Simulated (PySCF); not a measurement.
C7H5NOS, SMILES c1(-c2sccn2)ccco1, GFN2-xTB optimised geometry.

```
15

C      1.24    -2.73     0.00
C      2.23    -1.80     0.00
O      1.72    -0.56     0.00
C      0.38    -0.68     0.00
C     -0.44     0.49     0.00
N     -1.73     0.49     0.00
C     -2.23     1.74     0.00
C     -1.31     2.74     0.00
S      0.28     2.10     0.00
C      0.03    -2.01     0.00
H      1.35    -3.80     0.00
H      3.30    -1.89     0.00
H     -3.30     1.87     0.00
H     -1.47     3.80     0.00
H     -0.97    -2.40     0.00
```

Density from PBE0/def2-TZVP (PySCF 2.14.0) at that geometry.

Minimum of the electron density along straight lines between bonded atoms, close to the bond critical point (lines longer than 1.1 times the sum of covalent radii, or with two minima, are not listed):

```
bond     length / Å  ρ at the minimum / e bohr⁻³  ∇²ρ there / e bohr⁻⁵  position (fraction from the first atom)
-------  ----------  ---------------------------  --------------------  ---------------------------------------
C1–C2         1.364                        0.335                 -0.99                                     0.48
C2–O3         1.339                        0.298                 -0.17                                     0.33
O3–C4         1.352                        0.293                 -0.28                                     0.67
C4–C5         1.427                        0.301                 -0.90                                     0.50
C5–N6         1.293                        0.382                 -1.21                                     0.36
N6–C7         1.347                        0.338                 -1.08                                     0.63
C7–C8         1.360                        0.334                 -0.98                                     0.49
C5–S9         1.760                        0.202                 -0.37                                     0.48
C8–S9         1.719                        0.217                 -0.45                                     0.48
C1–C10        1.409                        0.303                 -0.84                                     0.50
C4–C10        1.376                        0.327                 -0.95                                     0.52
C1–H11        1.071                        0.291                 -1.06                                     0.65
C2–H12        1.072                        0.296                 -1.10                                     0.66
C7–H13        1.075                        0.293                 -1.08                                     0.65
C8–H14        1.071                        0.291                 -1.06                                     0.65
C10–H15       1.069                        0.293                 -1.08                                     0.65
```
